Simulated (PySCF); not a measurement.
This PySCF input asks for the NMR shieldings of C7H17AlOSi; the geometry comes from PBE0-D3(BJ)/def2-SVP.

```python
import basis_set_exchange as bse
import numpy as np
from pyscf import gto, dft
from pyscf.prop import nmr

atoms = """
C    -1.828292    1.255334    0.940189
Si   -1.529893   -0.236787   -0.145838
C    -1.981797    0.081015   -1.928568
C    -2.391132   -1.748330    0.540382
O     0.144549   -0.553596   -0.180589
C     1.072171   -0.812284    0.987593
C     1.688072    0.498678    1.426528
C     2.271971    1.268643    0.223724
C     2.973464    0.356980   -0.801203
Al    1.861676   -1.273365   -0.736572
H    -1.259962    2.126445    0.580125
H    -1.527803    1.055903    1.980201
H    -2.897675    1.520831    0.944110
H    -1.440387    0.955772   -2.320514
H    -3.061323    0.273828   -2.031845
H    -1.731634   -0.787568   -2.557339
H    -3.481535   -1.594800    0.574305
H    -2.189163   -2.632416   -0.083886
H    -2.052331   -1.969580    1.564484
H     0.548183   -1.386499    1.761644
H     2.494467    0.233101    2.134171
H     0.992518    1.154596    1.983906
H     2.935614    2.069352    0.594483
H     1.438320    1.785134   -0.282126
H     3.117884    0.874632   -1.762367
H     3.985839    0.085592   -0.444862
H     1.752284   -2.598925   -1.605492
"""
names = dict.fromkeys(["C", "Si", "O", "Al", "H"], "pcSseg-1")
basis = {el: gto.basis.parse(bse.get_basis(n, elements=[el], fmt="nwchem")) for el, n in names.items()}
mol = gto.M(atom=atoms, basis=basis, charge=0, verbose=0)
mf = dft.RKS(mol, xc="PBE0")
mf.grids.level = 2
mf.grids.alignment = dft.numint.BLKSIZE   # the property module wants whole blocks of grid points
mf.conv_tol = 1e-9
mf.kernel()

calc = nmr.RKS(mf)   # GIAO
C = mf.mo_coeff
Co = C[:, mf.mo_occ > 0]
resp = mf.gen_response(singlet=True, hermi=2)
def vind(x):   # induced exchange potential for any number of trial vectors
    d = np.einsum("pi,xij,qj->xpq", C, 2 * x.reshape(-1, C.shape[1], Co.shape[1]), Co, optimize=True)
    return np.einsum("xpq,pi,qj->xij", resp(d - d.transpose(0, 2, 1)), C, Co, optimize=True).ravel()
mo1, _ = nmr.rhf.solve_mo1(calc, with_cphf=vind)
sigma = calc.kernel(mo1)
for i, s in enumerate(sigma):   # ppm
    w = np.linalg.eigvalsh((s + s.T) / 2)
    print("%2d %-2s iso %8.1f  s11 %8.1f  s22 %8.1f  s33 %8.1f" % (i, mol.atom_pure_symbol(i), w.mean(), *w))
```

Q: What are the results?

A: 
```
 0 C  iso    183.8  s11    174.1  s22    186.1  s33    191.1
 1 Si iso    315.5  s11    297.3  s22    302.5  s33    346.6
 2 C  iso    184.9  s11    176.7  s22    186.0  s33    192.1
 3 C  iso    185.5  s11    176.6  s22    186.2  s33    193.6
 4 O  iso    314.0  s11    282.6  s22    293.8  s33    365.6
 5 C  iso    108.9  s11     54.6  s22     93.9  s33    178.3
 6 C  iso    147.8  s11    136.5  s22    146.4  s33    160.6
 7 C  iso    160.7  s11    145.9  s22    163.3  s33    173.0
 8 C  iso    180.1  s11    169.4  s22    177.5  s33    193.3
 9 Al iso    427.2  s11    331.5  s22    363.2  s33    586.9
10 H  iso     30.9  s11     26.6  s22     29.6  s33     36.6
11 H  iso     30.7  s11     26.9  s22     29.4  s33     35.9
12 H  iso     31.3  s11     26.9  s22     28.2  s33     38.9
13 H  iso     30.9  s11     26.5  s22     29.4  s33     36.9
14 H  iso     31.3  s11     27.0  s22     28.2  s33     38.8
15 H  iso     30.9  s11     26.6  s22     28.9  s33     37.2
16 H  iso     31.4  s11     27.2  s22     28.3  s33     38.7
17 H  iso     31.1  s11     26.8  s22     28.8  s33     37.7
18 H  iso     30.7  s11     26.1  s22     29.7  s33     36.4
19 H  iso     27.2  s11     21.9  s22     27.4  s33     32.1
20 H  iso     30.0  s11     25.2  s22     27.2  s33     37.4
21 H  iso     29.1  s11     24.6  s22     28.6  s33     34.0
22 H  iso     29.4  s11     23.4  s22     27.8  s33     36.9
23 H  iso     29.9  s11     25.4  s22     29.5  s33     34.9
24 H  iso     31.0  s11     26.7  s22     28.1  s33     38.2
25 H  iso     31.6  s11     26.7  s22     28.4  s33     39.7
26 H  iso     27.0  s11     22.9  s22     25.1  s33     33.1
```

These numbers come from an equivalent density-fitted implementation of the same equations, which agrees with the script to about 0.01 ppm for H and up to a few tenths of a ppm for heavy atoms, so last digits may differ.

Size and cost of the density-fitted run: 269 basis functions, 2.6 min wall time on 1 thread of an Arm Neoverse N1, shared host; peak memory 1.4 GiB.
